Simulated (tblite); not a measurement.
C₃H₈ClFGe.
SMILES with atom numbers: `[CH3:1][GeH2:2][C@@H:3]([F:4])[CH2:5][Cl:6]` (hydrogens: H7, H8, H9 on C1; H10, H11 on Ge2; H12 on C3; H13, H14 on C5)

Computed with GFN2-xTB (tblite), gas phase: L-BFGS steps from a force-field or distance-geometry start until the largest atomic force falls under 0.01 eV/Å.

Step 62: E = -590.3882 eV
```
atom  x, y, z in Å  |  force x, y, z in eV/Å
C1      2.0341    0.6035    0.0091   -0.049  -0.117  -0.074
Ge2     0.7161   -0.6778   -0.6772   -0.105   0.034   0.038
C3     -0.8734   -0.6260    0.5685   -0.062   0.003   0.006
F4     -0.3846   -0.2108    1.8028    0.027  -0.016  -0.039
C5     -1.9777    0.3063    0.1333   -0.057  -0.001  -0.056
Cl6    -1.3063    1.7441   -0.6623    0.019  -0.075   0.014
H7      2.9311    0.5966   -0.6033    0.022   0.041   0.035
H8      2.3001    0.3423    1.0327   -0.038   0.105  -0.091
H9      1.5903    1.5959   -0.0177    0.141  -0.005   0.099
H10     1.1950   -2.1093   -0.6686    0.049   0.029   0.042
H11     0.2770   -0.4055   -2.0888   -0.038  -0.018   0.030
H12    -1.3171   -1.6088    0.7577    0.050  -0.054  -0.001
H13    -2.6154   -0.2035   -0.5906    0.021   0.095   0.007
H14    -2.5697    0.6523    0.9825    0.020  -0.022  -0.011
```

Step 63: E = -590.3912 eV
```
atom  x, y, z in Å  |  force x, y, z in eV/Å
C1      2.0339    0.6041    0.0055   -0.177  -0.140  -0.067
Ge2     0.7118   -0.6757   -0.6763   -0.051  -0.015   0.094
C3     -0.8757   -0.6272    0.5711   -0.020   0.006  -0.044
F4     -0.3863   -0.2159    1.8055    0.013   0.004  -0.030
C5     -1.9771    0.3049    0.1322   -0.069   0.043  -0.011
Cl6    -1.2970    1.7416   -0.6506    0.044  -0.006  -0.023
H7      2.9223    0.6019   -0.6091    0.184   0.016  -0.070
H8      2.3024    0.3485    1.0250    0.014   0.016   0.042
H9      1.5966    1.5948   -0.0103    0.046   0.128   0.056
H10     1.1969   -2.1070   -0.6628    0.041   0.051   0.046
H11     0.2757   -0.4177   -2.0874   -0.060   0.009  -0.021
H12    -1.3171   -1.6088    0.7559    0.012  -0.127   0.016
H13    -2.6136   -0.1938   -0.5986    0.016   0.035  -0.007
H14    -2.5735    0.6498    0.9779    0.005  -0.020   0.018
```

Step 64: E = -590.3938 eV
```
atom  x, y, z in Å  |  force x, y, z in eV/Å
C1      2.0250    0.6091    0.0003   -0.086  -0.073  -0.066
Ge2     0.7101   -0.6819   -0.6721   -0.019  -0.049   0.063
C3     -0.8804   -0.6340    0.5697   -0.032   0.005  -0.051
F4     -0.3886   -0.2377    1.8088   -0.013   0.010  -0.051
C5     -1.9721    0.3124    0.1323   -0.037   0.011   0.008
Cl6    -1.2723    1.7467   -0.6370    0.036  -0.004  -0.028
H7      2.9073    0.6275   -0.6284    0.096  -0.003  -0.004
H8      2.3112    0.3501    1.0156    0.016   0.005  -0.005
H9      1.5786    1.5971    0.0037    0.045   0.089   0.040
H10     1.2087   -2.1106   -0.6412    0.028   0.076   0.047
H11     0.2792   -0.4482   -2.0908   -0.062   0.020   0.003
H12    -1.3275   -1.6153    0.7455    0.002  -0.098   0.008
H13    -2.6112   -0.1721   -0.6059    0.029   0.021   0.003
H14    -2.5685    0.6564    0.9774   -0.004  -0.009   0.033
```

Step 65: E = -590.3960 eV
```
atom  x, y, z in Å  |  force x, y, z in eV/Å
C1      2.0208    0.6076   -0.0038    0.016   0.010  -0.010
Ge2     0.7061   -0.6824   -0.6708    0.009  -0.061   0.015
C3     -0.8842   -0.6360    0.5671   -0.040  -0.025  -0.041
F4     -0.3890   -0.2437    1.8058   -0.020   0.020  -0.032
C5     -1.9738    0.3156    0.1329    0.005  -0.026   0.012
Cl6    -1.2674    1.7487   -0.6326    0.032  -0.005  -0.014
H7      2.9041    0.6317   -0.6345    0.040  -0.028   0.024
H8      2.3126    0.3521    1.0122    0.012  -0.027  -0.043
H9      1.5822    1.5992    0.0103    0.012   0.078   0.005
H10     1.2156   -2.1070   -0.6287    0.017   0.074   0.041
H11     0.2809   -0.4582   -2.0938   -0.062   0.019   0.020
H12    -1.3270   -1.6209    0.7425   -0.014  -0.041  -0.010
H13    -2.6126   -0.1623   -0.6085    0.008  -0.002  -0.006
H14    -2.5688    0.6551    0.9799   -0.016   0.015   0.041
```

Problem. Estimate the geometry and energy of step 66. (The exact step hangs on the optimiser's Hessian estimate; all steps are aligned on step 65, rigid shifts and turns removed.)

Solution. E = -590.3971 eV, largest force 0.089 eV/Å
```
atom  x, y, z in Å  |  force x, y, z in eV/Å
C1      2.0204    0.6052   -0.0043    0.036   0.081   0.006
Ge2     0.7043   -0.6819   -0.6717    0.016  -0.023  -0.011
C3     -0.8858   -0.6365    0.5636   -0.026  -0.033  -0.011
F4     -0.3869   -0.2417    1.8004   -0.024   0.018  -0.018
C5     -1.9766    0.3154    0.1334    0.009  -0.031   0.019
Cl6    -1.2711    1.7461   -0.6386    0.030  -0.007  -0.003
H7      2.9075    0.6271   -0.6309    0.016  -0.036   0.028
H8      2.3086    0.3521    1.0133    0.015  -0.049  -0.037
H9      1.5893    1.6017    0.0124    0.008   0.036  -0.018
H10     1.2179   -2.1026   -0.6263    0.019   0.045   0.035
H11     0.2796   -0.4553   -2.0945   -0.056   0.010   0.019
H12    -1.3222   -1.6244    0.7426   -0.032  -0.011  -0.020
H13    -2.6185   -0.1617   -0.6051   -0.008  -0.013  -0.011
H14    -2.5671    0.6561    0.9838   -0.006   0.013   0.022
```

The energy changes by -0.0011 eV. The first-order estimate −F·Δx gives -0.0016 eV and the mean of the old and new forces, exact on a quadratic surface, -0.0011 eV. The step makes an angle of 67° with the force vector and moves no atom by more than 0.008 Å.

What follows is the cost of the whole relaxation. Hardware: an Arm Neoverse N1 with one thread, no GPU, shared host. Cost: 1.2 s wall.
